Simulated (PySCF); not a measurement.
Ga(Cl)(OMe)(NH2) (CH5ClGaNO), SMILES C[O][Ga]([NH2])[Cl]. Geometry optimised at r2SCAN-D4/def2-SVP. The structure was generated by enumeration; whether it is a known compound was not checked. The values are those of a single conformer.

Computed equilibrium geometry at r2SCAN-D4/def2-SVP (PySCF confirms it by a frequency run) as Cartesian coordinates in Å (one conformer of several):
```xyz
10

Ga    -0.0798     0.1411     0.0856
Cl     1.3054    -0.1107     1.6881
O      0.0199    -1.0436    -1.2339
C     -0.8302    -0.9746    -2.3544
H     -0.9149     0.0466    -2.7774
H     -0.4229    -1.6245    -3.1475
H     -1.8541    -1.3319    -2.1282
N     -1.2019     1.5478     0.0599
H     -1.3092     2.1563     0.8638
H     -1.9827     1.6224    -0.5821
```
